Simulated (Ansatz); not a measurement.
Geometry optimisation, RKS r2SCANh-D4/def2-SVP (Ansatz 0.2.0).

The input (input.yaml):

```yaml
crystal:
  periodic: [false, false, false]
  atoms:
    - { symbol: Al, position_ang: [0.081592, 0.260176, -0.034149] }
    - { symbol: Cl, position_ang: [-0.096883, 0.342961, 2.140443] }
    - { symbol: F, position_ang: [1.499417, 0.672678, -0.755582] }
    - { symbol: F, position_ang: [-1.286456, 0.039566, -0.9183] }
    - { symbol: S, position_ang: [0.283332, -3.067148, 0.822412] }
    - { symbol: H, position_ang: [-1.040391, -3.157051, 0.577653] }
    - { symbol: H, position_ang: [0.080189, -2.215082, 1.888722] }
basis:
  gaussian: { orbitals: def2-SVP }
hamiltonian:
  xc: r2scanh
  dispersion: d4
relax:
  f_tol: 0.03
  max_steps: 50
output:
  orbitals: {}
```

Run as:

```bash
$ ansatz run input.yaml --threads 4 --pin off --max-ram 5120MiB --backend cpu --events-out ev --progress --plain --runs-dir out
```

Where does it end, and by what steps?

It converged. The force dipped under the threshold on the way, but the program's further checks kept it going. After 18 steps the energy has fallen by 0.659 eV; H6 moved furthest, 0.62 Å. Joined: Al1–S5 (3.44 → 2.50 Å).

| step | energy less start (eV) | largest force component (eV/Å) | accepted |
| --- | --- | --- | --- |
| 0 | 0.0000 | 1.510 | yes |
| 1 | -0.2320 | 0.778 | yes |
| 2 | -0.3941 | 0.839 | yes |
| 3 | -0.5732 | 0.813 | yes |
| 4 | -0.6134 | 0.466 | yes |
| 5 | -0.6351 | 0.429 | yes |
| 6 | -0.6503 | 0.320 | yes |
| 7 | -0.6534 | 0.251 | yes |
| 8 | -0.6537 | 0.194 | yes |
| 9 | -0.6564 | 0.044 | yes |
| 10 | -0.6570 | 0.014 | yes |
| 11 | -0.6576 | 0.079 | yes |
| 12 | -0.6580 | 0.056 | yes |
| 13 | -0.6585 | 0.060 | yes |
| 14 | -0.6587 | 0.097 | yes |
| 15 | -0.6590 | 0.086 | yes |
| 16 | -0.6593 | 0.034 | yes |
| 17 | -0.6592 | 0.047 | no |
| 18 | -0.6594 | 0.007 | yes |

```xyz
7
Properties=species:S:1:pos:R:3
Al 0.063 -0.078 0.183
Cl -0.027 0.709 2.131
F 1.393 0.268 -0.742
F -1.384 -0.314 -0.605
S 0.398 -2.502 0.694
H -0.791 -2.809 0.127
H -0.132 -2.398 1.934
```

Whether the end is a true minimum wasn't checked by a vibrational analysis.

Run time: 21 s on 4 threads of Intel(R) Xeon(R) 6975P-C (Granite Rapids) (shared host), peak memory 0.24 GiB.
